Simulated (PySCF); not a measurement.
C₄H₄, SMILES C=C=C=C. The structure is a stationary point at PBE-D3(BJ)/def2-SVP.

Level of theory: PySCF with PBE-D3(BJ)/def2-SVP.

Harmonic wavenumbers (cm⁻¹): 215, 231, 343, 574, 745, 826, 829, 888, 958, 978, 1329, 1386, 1654, 2166, 3050, 3052, 3138, 3138. Rotational constants (GHz): 141.3, 3.914, 3.808; symmetry number 4.

### Question
Work out the zero-point energy and the ideal-gas rigid-rotor harmonic-oscillator thermochemistry at 298.15 K and 1 atm.

### Answer
ZPE = ½ Σ hcν = ½ × 25502 cm⁻¹ = 36.46 kcal/mol. H − E(el) = 40.08 kcal/mol. Entropy in cal/(mol K): translation 37.77, rotation 19.79, vibration 6.60, total 64.17. G − E(el) = 20.95 kcal/mol. Cp = 17.83 cal/(mol K).
